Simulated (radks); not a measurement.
The numbers below are computed, except where a source is named.
Q: The germanium ion Ge21+, 11 electrons, occupied as [Ne] 3s1 (the NIST ground configuration). Code: a radial shooting solver on a logarithmic mesh with Libxc functionals. Model: Dirac Kohn-Sham, LB94 model potential, spin-unpolarised, spherical densities, finite nucleus; Fermi nuclear charge, rms radius 4.0742 fm. Some entries of the table are withheld. Estimate them.

| orbital | occ. | eigenvalue (hartree) | <1/r> (bohr^-1) | r(max) (bohr) |
|---|---|---|---|---|
| 1s1/2 | 2 | (1) | 32.44 | 0.03072 |
| 2s1/2 | 2 | -83.51412 | 7.253 | 0.1750 |
| 2p1/2 | 2 | -78.28676 | (2) | 0.1377 |
| 2p3/2 | 4 | -77.05834 | (3) | 0.1406 |
| 3s1/2 | 1 | (4) | 2.902 | 0.4805 |

A: 
(1) 1s1/2 eigenvalue (hartree): -439.7196
(2) 2p1/2 <1/r> (bohr^-1): 7.230
(3) 2p3/2 <1/r> (bohr^-1): 7.034
(4) 3s1/2 eigenvalue (hartree): -32.51478
